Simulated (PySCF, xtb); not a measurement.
N-silylprop-2-yn-1-amine (C₃H₇NSi), SMILES [SiH3]NCC#C. One conformer was computed; it need not be the lowest.

Harmonic wavenumbers (cm⁻¹) from GFN2-xTB in xtb at its own minimum, in rising order: 62, 119, 195, 256, 306, 472, 537, 575, 606, 639, 674, 750, 794, 821, 835, 961, 978, 1138, 1166, 1296, 1366, 1442, 2187, 2249, 2280, 2283, 2883, 2947, 3391, 3438.

What does PySCF with PBE-D3(BJ)/def2-SVP give at its own minimum? (Estimate from the structure and the level; the computed values follow.)

56, 110, 203, 240, 323, 487, 532, 638, 660, 665, 681, 765, 872, 916, 933, 946, 949, 1110, 1189, 1303, 1365, 1384, 2118, 2156, 2164, 2178, 2942, 2986, 3407, 3492. Paired by order, the mean absolute difference is 41 cm⁻¹ and the zero-point energies are 53.8 and 54.0 kcal/mol.
